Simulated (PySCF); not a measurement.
Several molecules and their computed UV-vis stick spectra, shuffled. Computed with PySCF 2.14.0, density-fitted response routines, TDDFT PBE0/def2-SVPD, vertical, gas phase, core orbitals frozen in the response. Geometries: GFN2-xTB; one conformer of each isolated species. Triplets are in the Tamm–Dancoff approximation.

A. `[SiH3]CSCO[SiH3]`
B. `[SiH3]OCC[SiH2]S`
C. `COc1coc(F)c1`

Lowest singlet levels (six at most, fewer where fewer were computed) with oscillator strengths:

1. 209 nm (f 0.019); 202 nm (f 0.016); 188 nm (f 0.001); 180 nm (f 0.001); 178 nm (f 0.005); 170 nm (f 0.019); T1 5.58 eV
2. 214 nm (f 0.004); 213 nm (f 0.105); 197 nm (f 0.004); 195 nm (f 0.000); 184 nm (f 0.007); 183 nm (f 0.036); T1 3.81 eV
3. 232 nm (f 0.015); 216 nm (f 0.025); 203 nm (f 0.020); 199 nm (f 0.005); 190 nm (f 0.007); 181 nm (f 0.006); T1 4.93 eV

Question: Which spectrum belongs to which structure?

Answer: 1 = B, 2 = C, 3 = A.
- A: S1 at 5.35 eV, HOMO→LUMO (57%), HOMO→LUMO+1 (30%); Löwdin shares by element: HOMO sulfur 66%, carbon 18%, oxygen 4%; LUMO silicon 32% or more, hydrogen 18% or more, sulfur 16% (atoms not listed hold the other 35%); HOMO -6.58 and LUMO 0.03 eV.
- B: S1 at 5.93 eV, HOMO→LUMO (73%), HOMO→LUMO+2 (17%); Löwdin shares by element: HOMO sulfur 75%, silicon 10% or more, hydrogen 6% or more; LUMO silicon 33%, sulfur 14%, hydrogen 7% or more (atoms not listed hold the other 46%); HOMO -7.13 and LUMO -0.03 eV.
- C: S1 at 5.78 eV, HOMO→LUMO+1 (91%); Löwdin shares by element: HOMO carbon 61% or more, oxygen 14% or more (atoms not listed hold the other 25%); LUMO carbon 52% or more, oxygen 18% or more (atoms not listed hold the other 30%); HOMO -6.23 and LUMO 0.25 eV; point group Cs, 1 of its 6 listed states under f = 0.0005.

Without π bonds the low states are Rydberg-like; a valence basis with one diffuse set may place them up to an eV too high.
